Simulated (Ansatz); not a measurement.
The cluster GaN₂⁻, relaxed as a quintet with UKS r2SCAN-D4/def2-TZVPD in Ansatz, starting from the r2SCAN-D4/def2-TZVPD geometry of the charge -1 singlet. Force threshold 0.02 eV/Å.

The highest occupied level of the charge -1 quintet lies above zero (up to 2.27 eV). It is a level of α spin, whose loss leaves a quartet; that state wasn't run at this geometry and level. The electron is either unbound and held by the finite basis, or the level is raised by self-interaction error. The relaxation made no stability test and no search for a lower SCF solution. At r2SCAN-D4/def2-TZVPD a triplet of charge -1 lies 3.53 eV below the quintet, each at its own geometry. The structure comes from a short search, and lower isomers may exist.

Start:

```xyz
3

Ga    0.121    1.266    0.517
N     0.188   -0.448   -0.771
N    -0.309   -0.818    0.254
```

```tsv
step	energy (eV)	largest force component (eV/Å)	SCF passes
1	-55352.8626	3.391	21
2	-55353.0172	1.687	27
3	-55353.0449	1.674	28
4	-55353.1149	0.016	23
```

Force components are those of the run's own axes.

End:

```xyz
3

Ga    0.111    1.161    0.474
N     0.210   -0.382   -0.785
N    -0.321   -0.779    0.311
```

By distances, no bond broke or formed. The bond that changes most is Ga1–N3, from 2.14 to 1.99 Å (atoms count from 1).

No frequencies were taken in this run, so the end may be a saddle point.

Run time 6.5 s (4 threads of Arm Neoverse V2 on a shared host).
